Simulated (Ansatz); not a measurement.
A structure relaxed at PBE0-D4/def2-SVP in Ansatz, charge 0, singlet:

```xyz
14

B    -1.154   -1.651   -0.811
B    -1.206    0.064   -3.083
B    -0.866    0.106   -1.373
B    -1.069   -1.916    0.737
B     0.980    0.102    1.293
B     1.264    1.464    0.125
B    -0.388    1.277   -2.586
B     0.463   -0.280    2.955
B    -1.351   -1.308   -2.343
B    -0.363   -1.062    1.856
B     1.650    0.726    2.778
B     1.963    1.538    1.501
B    -0.281   -0.502    0.193
B     0.356    1.442   -1.241
```

(1) Give its formula and point group.

(2) Summarise the bond lengths by kind (pairs closer than 1.2 times the sum of covalent radii, bridged metal pairs left out).

## Answers

(1) B14. Point group C2 (tolerance 0.1 Å).

(2) 26 × B–B 1.55 to 1.87 Å.

The restricted singlet is unstable towards broken spin symmetry in Hartree–Fock (as tested in another run); at PBE0-D4/def2-SVP this wasn't settled. At PBE0-D4/def2-SVP a triplet of charge 0 lies 0.33 eV below the restricted singlet, each at its own geometry. The structure comes from a short search, and lower isomers may exist.
